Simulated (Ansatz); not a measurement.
Computed with Ansatz on PBE0-D4/def2-TZVP structures; ΔE is electronic, products minus reactants. CCSD(T)/CBS adds triple-zeta CCSD(T) − MP2 to the extrapolated MP2 energy (def2 sets, frozen cores). This one scheme is used for every species. Functionals use def2-TZVPP. B3LYP here is the variant with VWN-RPA as its local correlation; programs differ in this. HSE06 is defined as in plane-wave codes. Elements past krypton have def2 core potentials. For Sn outer-core shells are correlated without core-valence functions, which leaves a few kJ/mol of doubt a bond.

`[F][SnH]([SiH3])[Cl]` + H₂ → `[SiH3][SnH2][Cl]` + H–F  (hydrogenolysis of the Sn–F bond)

| level | ΔE (kcal/mol) | difference from CCSD(T)/CBS |
| --- | --- | --- |
| LDA (SPW92) | 7.6 | -2.1 |
| revPBE-D4 | 11.6 | 1.9 |
| BLYP-D4 | 13.8 | 4.1 |
| r2SCAN-D4 | 12.2 | 2.5 |
| B97M-V | 11.4 | 1.7 |
| PBE0-D4 | 8.3 | -1.4 |
| B3LYP-D4 | 11.4 | 1.7 |
| r2SCANh-D4 | 11.0 | 1.3 |
| r2SCAN0-D4 | 9.4 | -0.3 |
| HSE06-D4 | 8.2 | -1.5 |
| BHLYP-D4 | 9.7 | 0.0 |
| CAM-B3LYP-D4 | 10.9 | 1.2 |
| ωB97X-V | 10.8 | 1.1 |
| ωB97M-V | 10.1 | 0.4 |
| B2PLYP | 10.7 | 1.0 |
| PBE-QIDH | 7.6 | -2.1 |
| PBE | 10.7 | 1.0 |
| revPBE | 11.1 | 1.4 |
| BLYP | 13.3 | 3.6 |
| r2SCAN | 12.1 | 2.4 |
| B3LYP | 11.0 | 1.3 |
| r2SCANh | 10.9 | 1.2 |
| r2SCAN0 | 9.3 | -0.4 |
| BHLYP | 9.3 | -0.4 |
| CAM-B3LYP | 10.7 | 1.0 |
| LC-ωPBE | 9.3 | -0.4 |
| RPA@PBE/def2-TZVPP | 8.3 | -1.4 |
| HF/def2-SVP | 5.9 | -3.8 |
| MP2/def2-SVP | 10.2 | 0.5 |
| CCSD(T)/def2-SVP | 8.7 | -1.0 |
| HF/def2-TZVPP | 7.8 | -1.9 |
| MP2/def2-TZVPP | 8.7 | -1.0 |
| SCS-MP2/def2-TZVPP | 9.3 | -0.4 |
| CCSD/def2-TZVPP | 7.1 | -2.6 |
| CCSD(T)/def2-TZVPP | 7.9 | -1.8 |
| HF/def2-QZVPP | 8.7 | -1.0 |
| MP2/def2-QZVPP | 10.1 | 0.4 |
| SCS-MP2/def2-QZVPP | 10.6 | 0.9 |
| HF/CBS(def2) | 8.8 | -0.9 |
| MP2/CBS(def2) | 10.6 | 0.9 |
| CCSD(T)/CBS | 9.7 | 0 |

Largest T1 diagnostic among the species: 0.013.

From PBE to PBE0 (25 % exact exchange), in def2-TZVPP and without D4, ΔE moves by −2.6 kcal/mol. At CCSD(T), def2-SVP lies −1.0 kcal/mol from the extrapolated value and def2-TZVPP −1.8 kcal/mol. Leaving LDA and LC-ωPBE aside and taking each functional with its dispersion term where it has one, the values spread over 6.2 kcal/mol, from PBE-QIDH to BLYP-D4. LDA lies −3.0 kcal/mol from PBE without D4.
